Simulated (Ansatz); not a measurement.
C₃H₈AlF, SMILES `CC[CH](F)[AlH2]`, relaxed with RKS PBE-D4/def2-SVP in Ansatz from a rough embedded geometry. The force threshold is 0.03 eV/Å; the program also tests the step.

Charge 0, multiplicity 1.

Start:

```xyz
13

C     0.986   -1.058   -1.144
C     0.526    0.108   -0.367
C    -0.688   -0.289    0.454
F    -0.389   -1.179    1.468
Al   -1.435    1.324    1.442
H     1.939   -0.773   -1.758
H     0.250   -1.444   -1.827
H     1.359   -1.880   -0.435
H     0.278    0.962   -1.096
H     1.337    0.501    0.291
H    -1.501   -0.641   -0.209
H    -2.140    2.488    0.555
H    -0.521    1.881    2.627
```

Task: How much energy does the relaxation release, and in how many steps? (Estimate.)

Result: The calculation gave: 13.58 kcal/mol, in 9 steps, 1 of them rejected.

Task: Which bonds change most? (An estimate is asked.)

Result: Computed: C1–H6 from 1.169 to 1.109 Å; C1–C2 from 1.475 to 1.532 Å; C3–F4 from 1.382 to 1.423 Å; C1–H8 from 1.148 to 1.108 Å.

Task: Give the relaxed structure. (Best estimate.)

Result: Computed: 
```xyz
13

C     1.070   -1.147   -1.154
C     0.557    0.126   -0.472
C    -0.662   -0.112    0.422
F    -0.336   -1.098    1.397
Al   -1.308    1.495    1.431
H     1.984   -0.951   -1.750
H     0.303   -1.574   -1.833
H     1.310   -1.914   -0.392
H     0.278    0.888   -1.235
H     1.378    0.577    0.129
H    -1.475   -0.551   -0.208
H    -2.339    2.519    0.750
H    -0.760    1.743    2.913
```
